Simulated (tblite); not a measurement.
Species: C4H12O2Si3.
Numbering: `[CH3:1]/[C:2](=[CH:3]\[CH:4]=[O:5])[SiH2:6][O:7][SiH2:8][SiH3:9]` (hydrogens: H10, H11, H12 on C1; H13 on C3; H14 on C4; H15, H16 on Si6; H17, H18 on Si8; H19, H20, H21 on Si9)

Structure optimised with GFN2-xTB, isolated species.

Task: What internal coordinates does the optimisation give?

Result: 
```
                     bond  length (pm)
                    C1–C2        149.0
                    C2=C3        134.7
                    C3–C4        145.4
                    C4=O5        121.0
                   C2–Si6        189.3
                   Si6–O7        160.9
                   O7–Si8        163.2
                  Si8–Si9        230.2
   C1–H10, C1–H11, C1–H12        108.9
                   C3–H13        108.2
                   C4–H14        111.0
         Si6–H15, Si6–H16        146.3
         Si8–H17, Si8–H18        147.0
Si9–H19, Si9–H20, Si9–H21        146.8
```

Bonds in one row agree within 1 pm and their mean is given. A selection of angles:
```
      angle  degrees
  C2–C1–H10    110.4
  C2–C1–H12    111.4
 H10–C1–H11    106.0
 H10–C1–H12    109.6
   C1–C2–C3    121.8
  C1–C2–Si6    117.1
  C3–C2–Si6    121.2
   C2–C3–C4    125.2
  C2–C3–H13    119.1
  C4–C3–H13    115.7
   C3–C4–O5    126.7
  C3–C4–H14    113.3
  O5–C4–H14    120.0
  C2–Si6–O7    110.8
 C2–Si6–H15    110.0
 O7–Si6–H15    105.8
 O7–Si6–H16    107.2
H15–Si6–H16    113.5
 Si6–O7–Si8    170.3
 O7–Si8–Si9    106.5
 O7–Si8–H17    104.3
 O7–Si8–H18    105.2
Si9–Si8–H17    116.4
H17–Si8–H18    107.0
Si8–Si9–H19    114.0
Si8–Si9–H20    110.7
H19–Si9–H20    106.4
```

Dihedral angles: C1–C2–C3–C4 0° (synperiplanar); C2–C3–C4–O5 2° (synperiplanar); C1–C2–Si6–O7 -179° (antiperiplanar). The mirror-image conformer, all signs reversed, is as good.

The O–Si distances run from 1.609 Å (Si6–O7, drawn single) to 1.632 Å (O7–Si8, drawn single), a spread of 0.023 Å. O7 (siloxane oxygen) is almost linear (angle 170.3°). Si8 (oxygen-bound silicon) is distorted tetrahedral (angles from 104.3° to 116.4°). Of the pairs four or more bonds apart, C1···O5 is among the closest relative to their van der Waals radii: 2.81 Å, 87 % of the sum of Bondi's values. Si6 (oxygen-bound silicon) is distorted tetrahedral (angles from 105.8° to 113.5°). The C–C distances run from 1.347 Å (C2=C3, drawn double) to 1.490 Å (C1–C2, drawn single), a spread of 0.143 Å. Si9 (SiH3 silicon) is distorted tetrahedral (angles from 105.8° to 114.0°).

Point group: C1 (no symmetry element, even within 0.4 Å). Its lowest GFN2-xTB frequency is 10i cm⁻¹, too small to tell a flat minimum from a shallow saddle. One conformer, not necessarily the lowest.

All values are computed, not measured.
